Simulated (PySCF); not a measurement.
Compound: CH6FSi3 (doublet state).
Structure used (GFN2-xTB), in Å, numbered top down from 1:
```
atom  x, y, z in Å
F1     0.343    2.536   -0.786
Si2    0.134    0.949   -1.099
Si3    1.497   -0.409    0.264
C4    -0.117   -0.991    0.994
Si5   -1.547   -0.112    0.194
H6     0.025    1.052   -2.555
H7     2.417   -1.430   -0.265
H8     2.340    0.461    1.106
H9    -0.201   -1.667    1.834
H10   -2.555    0.525    1.057
H11   -2.330   -0.910   -0.769
```

As a line formula: `F[SiH]1[SiH2][CH][SiH2]1` [radical].

Computed with UKS B3LYP, pcH-1 on C F H Si, non-relativistic, mean-field spin-orbit, GIAO (PySCF 2.14.0). Isolated species at its GFN2-xTB geometry, gas phase. A GFN2-xTB geometry isn't a minimum of the functional, and hyperfine couplings can be far from their values at a DFT geometry. The SCF solution wasn't tested for stability.

(1) What is the g tensor, term by term?

(2) What effective moment and Curie constant follow for a powder?

(3) Average each term over the three axes. Which is largest in size?

(4) At 33.912 GHz, how far is the centre of the isotropic spectrum from where a free electron (g = 2.002319) resonates?

(5) In a frozen sample, at which fields do the three g values resonate at 9.5, 34, 94 and 263 GHz (hyperfine left aside), and which band first spreads them over more than twice a line width of 1.0 mT?

## Answers

(1) 
```json
{"Δg (ppm)": "relativistic mass correction", "1": "-113", "2": "-113", "3": "-113"}
{"Δg (ppm)": "gauge correction", "1": "5", "2": "19", "3": "25"}
{"Δg (ppm)": "orbital Zeeman/spin–orbit", "1": "67", "2": "694", "3": "759"}
{"Δg (ppm)": "total", "1": "-41", "2": "600", "3": "671"}
```

So g = 2.00228, 2.00292, 2.00299 and g_iso = 2.00273; the tensor is close to axial: the two nearest values differ by 10 % of g3 − g1. 

(2) With the mean of g² = 4.0109 and S(S+1) = 0.75: μ_eff = √(⟨g²⟩S(S+1)) = 1.734 μB and χT = 0.12505·⟨g²⟩·S(S+1) = 0.376 cm³ K/mol (cgs; spin-Hamiltonian part alone).

(3) The orbital-Zeeman/spin–orbit term 507, the mass correction -113 and the gauge correction 16 ppm, for a total of 410 ppm. The orbital-Zeeman/spin–orbit term is the largest in size. The mass correction is the same along every axis, so the anisotropy comes from the other two: their spans along these axes are 20 (gauge) and 691 ppm (orbital Zeeman/spin–orbit).

(4) B = hν/(g μB) with μB/h = 13.99624 MHz/mT gives 1210.06 mT for the free electron and 1209.82 mT at g_iso, 0.25 mT lower.

(5) 
```tsv
band	GHz	B(g3) mT	B(g2) mT	B(g1) mT	spread mT
X	9.5	338.87	338.88	338.99	0.12
Q	34.0	1212.80	1212.84	1213.23	0.43
W	94.0	3353.03	3353.15	3354.22	1.19
J	263.0	9381.35	9381.69	9384.68	3.33
```

The spread grows in proportion to the frequency. J band is the first where it exceeds 2.0 mT.

Largest spin populations (Mulliken): C4 (+0.94) and H11 (+0.06). No atom but C4 exceeds +0.15. The angles at C4 add up to 359.7°, so it is planar; its axial dipolar tensor and the negative coupling of its proton fit spin in a p orbital normal to that plane.

The HOMO–LUMO gaps are 5.79 eV among the α and 3.39 eV among the β orbitals.
